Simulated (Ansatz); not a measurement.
Calculated with Ansatz (gas phase, PBE0-D4/def2-TZVP geometries, no zero-point term in ΔE). CCSD(T)/CBS is the MP2 limit (def2-TZVPP, def2-QZVPP) plus CCSD(T) − MP2 in def2-TZVPP, frozen cores. Functionals use def2-TZVPP. Elements past krypton have def2 core potentials. For Ge, I outer-core shells are correlated without core-valence functions, which leaves a few kJ/mol of doubt a bond. Scalar relativity is left out up to krypton.

Reaction (germylene formation by 1,1-elimination): `[F][GeH]([Cl])[I]` → `[F][Ge][Cl]` + HI

```
         level  ΔE (kcal/mol)
     revPBE-D4           23.7
        r2SCAN           29.8
 HF/def2-QZVPP           28.1
CCSD/CBS(def2)           27.9
```

Problem. What does CCSD(T)/CBS give? (An estimate is asked.)

Solution. Computed: +28.2 kcal/mol. The listed levels differ from it by -4.5, 1.6, -0.1, -0.3 kcal/mol.

Problem. What do rigid-rotor, harmonic-oscillator terms from PBE0-D4/def2-TZVP frequencies (298.15 K, 1 bar) make of the CCSD(T)/CBS value? (Best estimate.)

Solution. Computed: ΔZPE = -2.7 kcal/mol, ΔH = +26.3 kcal/mol, ΔS = 148 J/(mol·K), ΔG = +15.8 kcal/mol.

Largest T1 diagnostic among the species: 0.014.

From PBE to PBE0 (25 % exact exchange), in def2-TZVPP and without D4, ΔE moves by +5.2 kcal/mol. In def2-TZVPP, CCSD(T) changes the Hartree–Fock value by +1.6 kcal/mol (the triples alone add +0.3 kcal/mol) and MP2 by +5.7 kcal/mol. The D4 term adds +3.4 kcal/mol with B3LYP and +1.8 kcal/mol with PBE0; it sums over pairs of atoms, weighted by their polarisabilities, and B3LYP, whose exchange is more repulsive, gets the larger term.

B3LYP here is the variant with VWN-RPA as its local correlation; programs differ in this.
